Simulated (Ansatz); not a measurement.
Compare A (`[F][AlH][SiH2]Cl`) with its isomer B (`F[SiH2][AlH][Cl]`).

Computed with Ansatz on PBE0-D4/def2-TZVP structures; ΔE is electronic, products minus reactants. CBS: MP2 limit from def2 TZ/QZ plus the TZ coupled-cluster correction, frozen cores. Functionals use def2-TZVPP. B3LYP here is the variant with VWN-RPA as its local correlation; programs differ in this. Each species was taken in one conformer, which may not be the lowest.

A:

Z-matrix (Å, degrees):
```
Si
Al 1 2.455
Cl 1 2.073 2 107.8
H 1 1.487 2 113.3 3 -118.6
H 1 1.488 2 113.3 3 118.6
F 2 1.652 1 116.0 3 -179.6
H 2 1.578 1 126.4 3 0.3
```

B:

Z-matrix (Å, degrees):
```
Si
Al 1 2.462
F 1 1.608 2 110.8
H 1 1.490 2 111.8 3 119.9
H 1 1.490 2 111.8 3 -119.9
Cl 2 2.098 1 118.0 3 0.1
H 2 1.581 1 124.5 3 -179.9
```

Which is lower in electronic energy at CCSD(T)/CBS, and by how much? (Estimate.)

Ansatz gave: B, by 1.1 kcal/mol.

Give E(B) − E(A) in kcal/mol with B3LYP, CCSD(T)/def2-TZVPP, LDA (SPW92), B2PLYP, r2SCAN-D4, ωB97M-V, PBE-D4. (Best estimate.)

Computed: B3LYP -1.4, CCSD(T)/def2-TZVPP -1.3, LDA (SPW92) -0.5, B2PLYP -1.2, r2SCAN-D4 -1.4, ωB97M-V -1.1, PBE-D4 -0.3. None reverses the order clearly.

Does the order hold for the free energy at 298.15 K (harmonic terms from PBE0-D4)? (An estimate is asked.)

Computed: Yes: G(B) − G(A) = -0.8 kcal/mol, for one conformer each. Modes under 60 cm⁻¹, often nearly free rotors, make the harmonic entropy too high.

Largest T1 diagnostic: 0.012.

At CCSD(T), def2-SVP lies +1.1 kcal/mol from the extrapolated value and def2-TZVPP −0.3 kcal/mol. In def2-TZVPP, CCSD(T) changes the Hartree–Fock value by +2.4 kcal/mol (the triples alone add +0.3 kcal/mol) and MP2 by +3.0 kcal/mol.
